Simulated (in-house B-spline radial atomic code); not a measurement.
Results of a calculation; reference values are marked as such.
**Two electrons in Ge: a parabolic dot with ħω = 2.41 meV in all three directions**

For Ge the NSM archive of the Ioffe Institute lists m_l = 1.6 m0, m_t = 0.08 m0 and ε = 16.2; the model takes one isotropic valley with the conductivity mass 3/(1/m_l + 2/m_t) = 0.117 m0, and so misses anisotropy and the other valleys. All triplets below are those of one valley; with several valleys two electrons can form a triplet in the 1s orbital itself, at an energy set by the valley splitting.

Effective-mass model with parabolic bands, a uniform dielectric constant, no image charges, no central-cell or spin-orbit terms. Two-electron levels come from full CI in B-splines with partial waves to l = 5 (up to 0.001 effective hartree above the limit).

Problem. What are the effective units, and what is the potential in them?

Solution. Ha* = 27211.386 meV × 0.117/16.2² = 12.13 meV and a* = 0.0529177 nm × 16.2/0.117 = 7.327 nm. The frequency is ω = 0.199 Ha*. The one-electron levels are 3ω/2 = 0.2985 and 5ω/2 = 0.4975 Ha*.

In these units the lowest s and p orbitals lie at 0.298500 and 0.497500, and their Coulomb and exchange integrals are J_ss = 0.355932, J_sp = 0.296610 and K_sp = 0.05932. (For a parabolic well J_ss = √(2ω/π).) Full CI gives 0.895002 for the ground singlet, 1.017533 for the sp triplet, 1.094069 for the sp singlet and 1.216543 for the lowest triplet of two s orbitals.

Problem. What does it cost to add the second electron, to first order and exactly?

Solution. To first order E = 2ε_s + J_ss = 0.952932, so the charging energy E(2) − 2E(1) is J_ss = 4.318 meV. CI gives 0.895002 − 2 × (0.298500) = 0.298002, or 3.615 meV: relaxation and correlation lower it by 0.7028 meV, 16.3 % of J_ss. The s² configuration of one-electron orbitals holds 89.8 % of the state, and the mean radius is 21.2 nm.

Problem. How far above the singlet do the triplets lie?

Solution. To first order the sp triplet lies at ε_s + ε_p + J_sp − K_sp = 1.033288, which is 0.9748 meV above 2ε_s + J_ss. CI gives 1.017533 − (0.895002) = 0.122531, or 1.486 meV, 62 % of the orbital spacing of 2.414 meV. The ss triplet lies 3.901 meV up, so the lower of the two is the sp one, and its gap equals k_BT at 17.2 K. The sp singlet-triplet splitting is 0.9285 meV, against 2K_sp = 1.439 meV. The sp singlet lies ħω above the ground state (0.199067 against 0.199), as Kohn's theorem demands for a parabolic well.
